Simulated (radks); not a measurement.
Q: Valence configurations of Ar II (all share [Ne]). Calculated with a radial shooting solver on a logarithmic mesh with Libxc functionals: non-relativistic Kohn-Sham, PBE, spin-polarised, spherical densities, point nucleus; open shells are filled with parallel spins first. Order these by energy: 3s1 3p6; 3s1.5 3p5.5; 3s2 3p5.

A: From the lowest, in eV above it: 3s2 3p5 0.000; 3s1.5 3p5.5 7.142; 3s1 3p6 14.288. NIST lists [Ne] 3s2 3p5 as the ground configuration; this level of theory agrees among the configurations tried. The energies are those of spherical high-spin densities, not of single terms.
